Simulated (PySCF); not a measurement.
From computed data to an observable: dipole moment from atomic charges

C3H3N2, SMILES C1=CN=C[N]1, multiplicity 2. Atoms are numbered in the order given.

```xyz
8

C      0.0000    -0.7422    -0.8789
C      0.0000     0.7422    -0.8789
N      0.0000     1.1737     0.3748
C      0.0000     0.0000     1.0987
N      0.0000    -1.1737     0.3748
H      0.0000    -1.4211    -1.7461
H      0.0000     1.4211    -1.7461
H      0.0000     0.0000     2.2000
```
Charge 0, spin multiplicity 2.

The structure is a stationary point at PBE-D3(BJ)/def2-SVP. The isomer is the one that the SMILES or the coordinates give; other isomers of the formula were not compared.

Charges (e) from ωB97X/def2-TZVP run with PySCF:

```csv
atom,Mulliken,ESP fit
C1,-0.003,0.183
C2,-0.003,0.183
N3,-0.314,-0.621
C4,0.148,0.648
N5,-0.314,-0.621
H6,0.161,0.100
H7,0.161,0.100
H8,0.164,0.028
```

The dipole moment of the full density is 1.77 D.

Q: What dipole moment does each set of point charges give, and which comes closer to that of the density?

A: 
μ = Σ q r, and 1 e Å = 4.8032 D.
Mulliken: Σ q r = (0.000, 0.000, -0.269) e Å, |μ| = 1.29 D.
ESP fit: Σ q r = (0.000, 0.000, -0.363) e Å, |μ| = 1.74 D.
ESP fit comes closer in size. Point charges leave out the atoms' own dipoles (lone pairs, polarised bonds); fits to the potential absorb them, partitions of the density don't.
